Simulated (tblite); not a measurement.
Compound: C6H5OS (doublet state).
Numbering: `[OH:1][c:2]1[cH:3][cH:4][cH:5][cH:6][c:7]1[S:8]` (hydrogens: H9 on O1; H10 on C3; H11 on C4; H12 on C5; H13 on C6)
Bond orders are those of one Lewis drawing.

Computed with GFN2-xTB (tblite), gas phase: L-BFGS steps from a force-field or distance-geometry start until the largest atomic force falls under 0.01 eV/Å.

Step 8: E = -616.8252 eV
```
atom  x, y, z in Å  |  force x, y, z in eV/Å
O1      2.3776   -0.5369    0.3139   -0.014  -0.041  -0.043
C2      1.0848   -0.3016    0.0870   -0.057   0.065   0.053
C3      0.3696   -1.0398   -0.8505    0.041   0.024   0.037
C4     -0.9672   -0.7713   -1.0601   -0.028   0.002  -0.010
C5     -1.6222    0.2313   -0.3442   -0.029   0.041   0.034
C6     -0.9405    0.9738    0.5874    0.079   0.019   0.060
C7      0.4170    0.7212    0.8166    0.078   0.042   0.061
S8      1.3314    1.6088    1.9634   -0.048   0.052   0.034
H9      2.6702    0.0927    1.0089    0.038  -0.055  -0.043
H10     0.8819   -1.8143   -1.3960    0.017  -0.030  -0.030
H11    -1.5179   -1.3443   -1.7880   -0.011  -0.047  -0.044
H12    -2.6674    0.4273   -0.5162   -0.067  -0.025  -0.053
H13    -1.4219    1.7538    1.1600    0.000  -0.047  -0.055
```

Step 9: E = -616.8267 eV
```
atom  x, y, z in Å  |  force x, y, z in eV/Å
O1      2.3801   -0.5394    0.3126   -0.054  -0.016  -0.033
C2      1.0861   -0.3005    0.0889   -0.060   0.036   0.027
C3      0.3706   -1.0394   -0.8490    0.003   0.034   0.024
C4     -0.9675   -0.7705   -1.0597   -0.015   0.002   0.006
C5     -1.6257    0.2321   -0.3440    0.029   0.031   0.036
C6     -0.9416    0.9746    0.5880    0.060  -0.016   0.022
C7      0.4174    0.7224    0.8185    0.025   0.011   0.011
S8      1.3281    1.6113    1.9646   -0.022   0.065   0.056
H9      2.6796    0.0873    1.0067    0.019  -0.051  -0.046
H10     0.8832   -1.8145   -1.3968   -0.010   0.014   0.005
H11    -1.5176   -1.3449   -1.7883    0.006  -0.030  -0.024
H12    -2.6726    0.4269   -0.5188    0.003  -0.029  -0.031
H13    -1.4244    1.7550    1.1595    0.015  -0.052  -0.053
```

Q: Estimate the geometry and energy of step 10. (The exact step hangs on the optimiser's Hessian estimate; all steps are aligned on step 9, rigid shifts and turns removed.)

A: E = -616.8276 eV, largest force 0.087 eV/Å
```
atom  x, y, z in Å  |  force x, y, z in eV/Å
O1      2.3804   -0.5409    0.3112   -0.061  -0.007  -0.026
C2      1.0859   -0.2994    0.0903   -0.036   0.016   0.013
C3      0.3709   -1.0386   -0.8480   -0.026   0.021   0.001
C4     -0.9679   -0.7700   -1.0595   -0.013   0.000   0.009
C5     -1.6270    0.2330   -0.3432    0.037  -0.006   0.002
C6     -0.9411    0.9746    0.5885    0.027  -0.016   0.007
C7      0.4183    0.7237    0.8201   -0.003  -0.003  -0.009
S8      1.3262    1.6140    1.9664   -0.008   0.064   0.059
H9      2.6844    0.0836    1.0047    0.012  -0.045  -0.042
H10     0.8837   -1.8144   -1.3971   -0.026   0.048   0.033
H11    -1.5174   -1.3459   -1.7889    0.022  -0.007   0.001
H12    -2.6752    0.4261   -0.5207    0.056  -0.025  -0.008
H13    -1.4254    1.7547    1.1584    0.019  -0.041  -0.039
```

The energy changes by -0.0009 eV. The first-order estimate −F·Δx gives -0.0012 eV and the mean of the old and new forces, exact on a quadratic surface, -0.0009 eV. The step makes an angle of 52° with the force vector and moves no atom by more than 0.006 Å.

The cost below is that of the whole relaxation. Hardware: an Arm Neoverse V1 with one thread, no GPU, shared host with 32 logical CPUs at a one-minute load of 19. Cost: 0.13 s.
